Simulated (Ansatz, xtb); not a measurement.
Diatomic TaB, multiplicity 3 (lowest of 2S+1 = 1, 3, 5, 7 at CCSD(T)/def2-TZVPP on PBE0 minima; our sources give no spin for the ground state, which may be another). No spin–orbit coupling. The T1 diagnostic near the minimum is 0.060, so single-reference values are doubtful.

The constants come from a fifth-degree fit in 1/R (seven points, main isotopes). In def2 and cc sets the state is the lowest found near the PBE0 minimum, followed along R.

Programs: Ansatz (a program for electronic structure) with Gaussian orbitals; xtb for the GFN methods. Each number belongs to the level named beside it. In def2 rows elements past Kr take small-core potentials, without spin–orbit coupling. The GFN methods have no spin term and hold the electronic entropy of 300 K.

```json
[
 {"level": "GFN1-xTB", "r_e (Å)": "2.014", "ω_e (cm⁻¹)": "957", "B_e (cm⁻¹)": "0.400", "α_e (cm⁻¹)": "0.0032", "dipole (D)": "-"},
 {"level": "GFN2-xTB", "r_e (Å)": "2.017", "ω_e (cm⁻¹)": "742", "B_e (cm⁻¹)": "0.399", "α_e (cm⁻¹)": "0.0049", "dipole (D)": "-"},
 {"level": "SVWN5/def2-TZVPP", "r_e (Å)": "1.975", "ω_e (cm⁻¹)": "717", "B_e (cm⁻¹)": "0.416", "α_e (cm⁻¹)": "0.0026", "dipole (D)": "2.49"},
 {"level": "wB97X-V/def2-TZVPP", "r_e (Å)": "1.971", "ω_e (cm⁻¹)": "720", "B_e (cm⁻¹)": "0.418", "α_e (cm⁻¹)": "0.0027", "dipole (D)": "3.06"},
 {"level": "wB97M-V/def2-TZVPP", "r_e (Å)": "1.974", "ω_e (cm⁻¹)": "707", "B_e (cm⁻¹)": "0.417", "α_e (cm⁻¹)": "0.0028", "dipole (D)": "2.80"}
]
```

Doubts at one or more of the structures used: a spin-contaminated determinant (SVWN5/def2-TZVPP, wB97X-V/def2-TZVPP, wB97M-V/def2-TZVPP).
